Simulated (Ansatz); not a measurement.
Al₂O, SMILES [Al][O][Al] (connectivity only; charge and spin as stated), neutral, multiplicity 1.

The structure is a stationary point at r2SCAN-D4/def2-TZVP.

Two levels are set side by side: PBE/def2-TZVPD (Ansatz, a program for electronic structure) and CAM-B3LYP/def2-TZVPD (Ansatz). Energy differences of separate SCF runs at the same geometry; the states with an electron removed or added have multiplicity 2 and 2. Differences are taken from unrounded values.

```tsv
quantity	CAM-B3LYP	PBE	PBE minus CAM-B3LYP
vertical ionisation energy (eV)	8.19	7.76	-0.43
vertical singlet–triplet gap (eV)	3.14	2.84	-0.30
```
